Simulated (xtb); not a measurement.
xtb input (GFN-FF):

```bash
xtb mol.xyz --gfnff --opt tight --chrg 0 --uhf 0
```
mol.xyz:
```
17

C     -3.17588514    -0.96959445     0.26137878
C     -1.66745658    -1.01504379     0.03144526
C     -0.99298718     0.35332123     0.20582500
Si     0.84631877     0.34751595    -0.03980736
O      1.51867304     1.83590393     0.14026947
O      1.44352780    -0.66771731     1.10600348
O      1.27725942    -0.10787948    -1.56961105
H     -3.40356054    -0.62860731     1.27396550
H     -3.63155832    -1.95310250     0.12862695
H     -3.65730194    -0.27931822    -0.43548416
H     -1.21428658    -1.73285526     0.72009418
H     -1.47267257    -1.39387932    -0.97781969
H     -1.42894240     1.07529648    -0.49300237
H     -1.19836423     0.74112175     1.20906273
H      1.82595428     2.27055082    -0.65908119
H      2.39356282    -0.66849880     1.24952158
H      1.04099811    -0.99048597    -1.86376978
```

End of the output:

```
         :::::::::::::::::::::::::::::::::::::::::::::::::::::
         ::                     SUMMARY                     ::
         :::::::::::::::::::::::::::::::::::::::::::::::::::::
         :: total energy              -2.304634320225 Eh    ::
         :: gradient norm              0.000311283584 Eh/a0 ::
         ::.................................................::
         :: bond energy               -2.234531046147 Eh    ::
         :: angle energy               0.009709869833 Eh    ::
         :: torsion energy             0.000834874001 Eh    ::
         :: repulsion energy           0.144986184413 Eh    ::
         :: electrostat energy        -0.216869815883 Eh    ::
         :: dispersion energy         -0.008628675940 Eh    ::
         :: HB energy                  0.000000000000 Eh    ::
         :: XB energy                  0.000000000000 Eh    ::
         :: bonded atm energy         -0.000135710503 Eh    ::
         :: external energy            0.000000000000 Eh    ::
         :: add. restraining           0.000000000000 Eh    ::
         :: total charge              -0.000000000000 e     ::
         :::::::::::::::::::::::::::::::::::::::::::::::::::::

           -------------------------------------------------
          |                Property Printout                |
           -------------------------------------------------

molecular dipole:
                 x           y           z       tot (Debye)
 q only:       -0.966      -0.345      -0.207       2.658
           -------------------------------------------------
          |                Geometry Summary                 |
           -------------------------------------------------

      molecular mass/u    :      122.1953287
   center of mass at/Å    :        0.0798084       0.0047649      -0.0049100
  moments of inertia/u·Å² :        0.1452199E+03   0.4293898E+03   0.4369335E+03
rotational constants/cm⁻¹ :        0.1160835E+00   0.3925951E-01   0.3858169E-01

 * 16 selected distances

     #   Z          #   Z                                           value/Å
     1   6 C        2   6 C                                       1.5212338
     2   6 C        3   6 C                                       1.5132558
     3   6 C        4  14 Si                                      1.8729307 (max)
     4  14 Si       5   8 O                                       1.6580923
     4  14 Si       6   8 O                                       1.6565720
     4  14 Si       7   8 O                                       1.6575391
     1   6 C        8   1 H                                       1.0910334
     1   6 C        9   1 H                                       1.0917748
     1   6 C       10   1 H                                       1.0910363
     2   6 C       11   1 H                                       1.0987978
     2   6 C       12   1 H                                       1.0984561
     3   6 C       13   1 H                                       1.0901937
     3   6 C       14   1 H                                       1.0902293
     5   8 O       15   1 H                                       0.9754840
     6   8 O       16   1 H                                       0.9741163 (min)
     7   8 O       17   1 H                                       0.9761010

 * 5 distinct bonds (by element types)

   Z      Z             #   av. dist./Å        max./Å        min./Å
   1 H    6 C           7     1.0930745     1.0987978     1.0901937
   6 C    6 C           2     1.5172448     1.5212338     1.5132558
   1 H    8 O           3     0.9752338     0.9761010     0.9741163
   6 C   14 Si          1     1.8729307     1.8729307     1.8729307
   8 O   14 Si          3     1.6574011     1.6580923     1.6565720

optimized geometry written to: xtbopt.xyz

           -------------------------------------------------
          | TOTAL ENERGY               -2.304634320225 Eh   |
          | GRADIENT NORM               0.000311283584 Eh/α |
           -------------------------------------------------
########################################################################
[WARNING] Runtime exception occurred
-1- gfnff_setup: Could not read topology file.
########################################################################

------------------------------------------------------------------------
------------------------------------------------------------------------
 total:
 SCF:
 ANC optimizer:
Note: The following floating-point exceptions are signalling: IEEE_UNDERFLOW_FLAG IEEE_DENORMAL
normal termination of xtb
```
